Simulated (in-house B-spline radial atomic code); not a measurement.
# Pb IV (Pb3+): [Xe] 4f14 (5d3/2)3 (5d5/2)6 6s1 (7p3/2)1 (an excited or competing configuration)

Level of theory: Dirac-Hartree-Fock, average of the jj configuration, Fermi nucleus of rms radius 5.5012 fm; calculated with an all-electron radial atomic-structure program (B-spline basis).

Z_r = [3n² - l(l+1)]/(2<r>); Z_e = n√(-2ε); the last column is Slater's effective charge. Values are occupation-weighted means over j. An effective charge above Z reflects the relativistic contraction of the inner shells.

```json
{"shell": "1s", "electrons": "2", "ε (eV)": "-88638", "<r> (bohr)": "0.01605", "Z_r": "93.43", "Z_e": "80.71", "Slater": "81.70"}
{"shell": "2s", "electrons": "2", "ε (eV)": "-16038", "<r> (bohr)": "0.06688", "Z_r": "89.71", "Z_e": "68.67", "Slater": "77.85"}
{"shell": "2p", "electrons": "6", "ε (eV)": "-13912", "<r> (bohr)": "0.06087", "Z_r": "82.14", "Z_e": "63.95", "Slater": "77.85"}
{"shell": "3s", "electrons": "2", "ε (eV)": "-3952.4", "<r> (bohr)": "0.1737", "Z_r": "77.73", "Z_e": "51.13", "Slater": "70.75"}
{"shell": "3p", "electrons": "6", "ε (eV)": "-3324.1", "<r> (bohr)": "0.1751", "Z_r": "71.37", "Z_e": "46.89", "Slater": "70.75"}
{"shell": "3d", "electrons": "10", "ε (eV)": "-2612.4", "<r> (bohr)": "0.16", "Z_r": "65.61", "Z_e": "41.57", "Slater": "60.85"}
{"shell": "4s", "electrons": "2", "ε (eV)": "-965.32", "<r> (bohr)": "0.384", "Z_r": "62.51", "Z_e": "33.69", "Slater": "54.25"}
{"shell": "4p", "electrons": "6", "ε (eV)": "-753.5", "<r> (bohr)": "0.4075", "Z_r": "56.45", "Z_e": "29.77", "Slater": "54.25"}
{"shell": "4d", "electrons": "10", "ε (eV)": "-486.94", "<r> (bohr)": "0.4301", "Z_r": "48.83", "Z_e": "23.93", "Slater": "42.85"}
{"shell": "5s", "electrons": "2", "ε (eV)": "-206.75", "<r> (bohr)": "0.8619", "Z_r": "43.51", "Z_e": "19.49", "Slater": "24.35"}
{"shell": "4f", "electrons": "14", "ε (eV)": "-198.95", "<r> (bohr)": "0.452", "Z_r": "39.82", "Z_e": "15.30", "Slater": "31.45"}
{"shell": "5p", "electrons": "6", "ε (eV)": "-144.46", "<r> (bohr)": "0.9729", "Z_r": "37.52", "Z_e": "16.29", "Slater": "24.35"}
{"shell": "5d", "electrons": "9", "ε (eV)": "-67.379", "<r> (bohr)": "1.237", "Z_r": "27.89", "Z_e": "11.13", "Slater": "11.20"}
{"shell": "6s", "electrons": "1", "ε (eV)": "-47.569", "<r> (bohr)": "2.039", "Z_r": "26.48", "Z_e": "11.22", "Slater": "7.55"}
{"shell": "7p", "electrons": "1", "ε (eV)": "-15.404", "<r> (bohr)": "5.204", "Z_r": "13.93", "Z_e": "7.45", "Slater": "4.15"}
```

The least bound orbital is 7p3/2 at -15.4 eV, and it is also the most diffuse (<r> = 5.204 bohr).

For the 1s electron the small component carries 9.78 % of the norm, the zero-frequency Breit interaction raises the level by 343.5 eV, self-energy by 222.9 eV, and vacuum polarisation lowers it by 47.57 eV.
